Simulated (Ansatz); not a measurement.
Isolated molecules relaxed with PBE0-D4/def2-TZVP in Ansatz; ΔE leaves out vibrations. CCSD(T)/CBS adds triple-zeta CCSD(T) − MP2 to the extrapolated MP2 energy (def2 sets, frozen cores). DFT in def2-TZVPP. B3LYP here is the variant with VWN-RPA as its local correlation; programs differ in this. def2 core potentials past Kr. For Sb outer-core shells are correlated without core-valence functions, which leaves a few kJ/mol of doubt a bond. Each species was taken in one conformer, which may not be the lowest.

Consider the redistribution: `C[SiH](N)[AlH2]` + `OC[SiH2][SbH2]` → `C[SiH]([AlH2])[SbH2]` + `N[SiH2]CO`.

`C[SiH](N)[AlH2]`:

```xyz
12

C     1.552   -0.563    0.540
Si    0.168    0.274   -0.429
N    -0.653   -0.740   -1.567
Al   -1.560    1.244    1.035
H     1.175   -1.377    1.164
H     2.301   -0.980   -0.140
H     2.058    0.157    1.191
H     0.829    1.350   -1.231
H    -1.402   -1.339   -1.263
H    -0.167   -1.140   -2.354
H    -1.314    2.571    1.879
H    -2.987    0.542    1.174
```

`OC[SiH2][SbH2]`:

Z-matrix (Å, degrees):
```
C
Si 1 1.897
O 1 1.415 2 113.1
H 1 1.094 2 108.7 3 118.1
H 1 1.099 2 109.6 3 -125.6
Sb 2 2.578 1 111.0 3 55.1
H 2 1.488 1 110.9 3 -64.6
H 2 1.490 1 110.4 3 174.8
H 3 0.963 1 108.3 2 -54.2
H 6 1.711 2 90.5 1 49.0
H 6 1.714 2 90.9 1 -42.2
```

`C[SiH]([AlH2])[SbH2]`:

```xyz
12

C     0.812   -0.065    1.859
Si    0.384    0.797    0.242
Al    0.445   -0.234   -1.933
Sb   -2.161    0.419   -0.301
H     0.248    0.342    2.700
H     0.607   -1.135    1.784
H     1.877    0.061    2.071
H     0.522    2.274    0.378
H     0.560   -1.815   -2.025
H     0.412    0.717   -3.205
H    -1.653   -0.186   -1.880
H    -2.053   -1.174    0.311
```

`N[SiH2]CO`:

```xyz
11

N    -0.081   -1.173    1.032
Si    0.855   -0.238   -0.087
C    -0.295    1.151   -0.632
O    -1.589    0.630   -0.892
H     0.015   -2.176    1.023
H    -0.208   -0.845    1.976
H     1.179   -1.156   -1.209
H     2.119    0.327    0.473
H    -0.331    1.945    0.131
H     0.069    1.624   -1.550
H    -1.732   -0.090   -0.265
```

```json
{"level": "PBE-D4", "ΔE (kJ/mol)": "-44.2"}
{"level": "r2SCAN-D4", "ΔE (kJ/mol)": "-44.2"}
{"level": "B3LYP-D4", "ΔE (kJ/mol)": "-32.4"}
{"level": "r2SCAN", "ΔE (kJ/mol)": "-43.8"}
{"level": "PBE0", "ΔE (kJ/mol)": "-39.5"}
{"level": "CCSD/def2-TZVPP", "ΔE (kJ/mol)": "-31.2"}
{"level": "CCSD(T)/def2-TZVPP", "ΔE (kJ/mol)": "-36.3"}
{"level": "MP2/def2-QZVPP", "ΔE (kJ/mol)": "-41.3"}
```

**Question.** What does CCSD(T)/CBS give? (Best estimate.)

**Answer.** The calculation gave: -38.3 kJ/mol. The listed levels differ from it by -5.9, -5.9, 5.9, -5.5, -1.2, 7.1, 2.0, -3.0 kJ/mol.

Largest T1 diagnostic among the species: 0.014.

In def2-TZVPP, CCSD(T) changes the Hartree–Fock value by −25.5 kJ/mol (the triples alone add −5.1 kJ/mol) and MP2 by −29.5 kJ/mol. The D4 term adds −4.6 kJ/mol with B3LYP and −2.2 kJ/mol with PBE0; it sums over pairs of atoms, weighted by their polarisabilities, and B3LYP, whose exchange is more repulsive, gets the larger term.
